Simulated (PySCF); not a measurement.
# Bi (bismuth, neutral) across methods

[Xe] 4f14 5d10 6s2 6p2 6d1, one real determinant (an excited configuration). All numbers are calculated (PySCF 2.14, scalar relativity by spin-free X2C-1e, in x2c-TZVPPall with one added diffuse shell each of s, p, d, f type (12s8p7d4f, 99 functions)). The B2PLYP total includes its PT2 part (frozen core); its orbital energies are those of the SCF part.

| method | E (hartree) | mean ε 6s β (eV) | mean ε 6p α (eV) | mean ε 6d α (eV) | Σ⟨r²⟩ (bohr²) | ⟨S²⟩ |
| --- | --- | --- | --- | --- | --- | --- |
| UHF | -21528.92760 | -19.067 | -10.958 | -1.304 | 98.56 | 3.756 |
| TPSS | -21534.27 | -16.254 | -7.319 | -0.362 | 97.06 | 3.751 |
| PBE0 | -21534.84 | -17.313 | -8.348 | -0.709 | 96.89 | 3.752 |
| r2SCAN | -21535.07 | -16.519 | -7.665 | -0.336 | 96.84 | 3.753 |
| r2SCANh | -21534.97 | -16.908 | -8.053 | -0.454 | 96.84 | 3.753 |
| PBE | -21535.14 | -16.345 | -7.263 | -0.414 | 96.85 | 3.751 |
| B2PLYP | -21533.54 | -18.135 | -9.176 | -0.828 | 97.61 | 3.752 |
| LDA | -21522.26 | -16.773 | -7.378 | -0.367 | 96.19 | 3.751 |

⟨L²⟩ = 8.01 against 12 for a pure F term, so this real determinant mixes terms. Spin-orbit coupling is strong in this species (close to jj coupling), so the high-spin LS determinant is a model state, not a physical level. The outer electron is Rydberg-like, and this basis confines it to a smaller radius and binds it less than a complete one would.
